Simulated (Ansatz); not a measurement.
CH$_{6}$BFOSi, SMILES `BO[SiH](C)F`, charge 0, multiplicity 1.

(1) Give a relaxed structure at PBE0-D4/def2-TZVP (the Gaussian-basis code of Ansatz). (Estimate.)

Answers

(1) Computed: 
Cartesian coordinates in Å:
```
B -2.205 -0.126 -0.629
O -1.095 -0.280 0.123
Si 0.302 0.587 0.231
C 1.723 -0.575 0.360
F 0.202 1.454 1.565
H -3.102 -0.905 -0.475
H -2.270 0.769 -1.431
H 0.385 1.534 -0.905
H 1.593 -1.248 1.211
H 1.808 -1.180 -0.545
H 2.659 -0.028 0.494
```
This is one stationary point; other conformers may exist.
